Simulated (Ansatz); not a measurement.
**Which is lower?**

Two relaxed structures of GaH3Te, closed shell (PBE0-D4/def2-TZVP; forces vanish, vibrations not checked).

A:

| atom | x (Å) | y (Å) | z (Å) |
| --- | --- | --- | --- |
| Ga1 | -0.1258 | 0.0445 | -0.5757 |
| Te2 | 1.0079 | 1.7717 | 0.4654 |
| H3 | -0.6293 | -2.2813 | 1.9096 |
| H4 | -0.8831 | -1.1041 | -1.2807 |
| H5 | -0.2668 | -1.6594 | 2.1127 |

B:

```
5
angstrom
Ga -0.3079 -0.7121 0.2076
Te 0.8775 1.4747 0.5658
H -0.4556 -1.6136 1.4748
H -0.8265 -1.0575 -1.2231
H 0.7125 1.9086 -1.0250
```

Ansatz 0.2.0; basis: def2-TZVPP; cores frozen in the correlated methods. Filled d shells of the heavier atoms are correlated. Core potentials replace the inner electrons of the atoms past krypton. The def2 sets are not built for correlating such inner shells, so the correlated values are less sure here. B3LYP uses VWN-RPA correlation.

Task: Which structure is lower at CCSD(T), and by how much? (Judge from chemistry; the value comes from the calculation.)

Result: By the calculation: B, by 0.380 eV (electronic energy, against the other). By their contacts, A is a complex of GaHTe ([GaH][Te]) + H₂ and B is GaH₃Te ([GaH2][TeH]).

All methods give the same order:

```tsv
method	E(B) − E(A) (eV)
PBE-D4	-0.343
r2SCAN-D4	-0.401
PBE0-D4	-0.450
B3LYP-D4	-0.341
wB97M-V	-0.473
HF	-0.489
MP2	-0.278
CCSD	-0.457
CCSD(T)	-0.380
```

The T1 diagnostic stays at or below 0.016.

Labels in which every atom is bracketed show which atoms are joined, not bond orders.

For scale, one of the runs: CCSD(T)/def2-TZVPP, 140 basis functions, launched by `ansatz run in.yaml --threads 2 --pin off --events-out ev --progress --plain --max-ram 4352MiB`. Time: 31 s of wall clock on 2 CPU threads of an Arm Neoverse V2; the host was shared. Peak host memory: 0.89 GiB.
